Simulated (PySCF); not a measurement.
C₃H₇O, doublet, geometry from GFN2-xTB. Base run: PySCF with BLYP/6-31G*.

Geometry (Å):
```xyz
11

O     -0.0489    -0.6722     0.0681
C     -0.0557     0.7275    -0.0566
C      1.2255    -1.2362    -0.0817
C     -1.4145     1.2559     0.1097
H      0.6339     1.1765     0.6922
H      0.3606     1.0203    -1.0459
H      1.1063    -2.3114     0.0336
H      1.6455    -1.0205    -1.0731
H      1.9214    -0.8629     0.6813
H     -2.2229     0.5818     0.2973
H     -1.5855     2.3105     0.0418
```
Charge 0, spin multiplicity 2.
Orbitals are unrestricted.
All else is at PySCF's defaults.
Base energy -193.56934 Eh.

Each row names what was changed in the base input (with any setting that the change needs).

```csv
change,ΔE vs base (mEh),grid points,electrons on the grid
base,0.000,125096,33.00001
grids.radi_method = delley,0.000,135248,33.00001
grids.level = 2,-0.002,82440,33.00002
"grids.atom_grid = (50, 194)",-0.013,72680,33.00007
grids.level = 0,-43.917,8688,33.01823
grids.becke_scheme = stratmann,0.000,125096,33.00001
"grids.atom_grid = (30, 110)",0.003,27096,33.00001
grids.radi_method = gauss_chebyshev,0.000,122288,33.00001
grids.level = 7,-0.001,697392,33.00000
"grids.atom_grid = (99, 590)",-0.001,357672,33.00000
grids.prune = dft.gen_grid.treutler_prune,0.000,107272,33.00000
```

Open shells are given as the SCF converged; they aren't shown to be the lowest states, and a large step between rows can be another state.
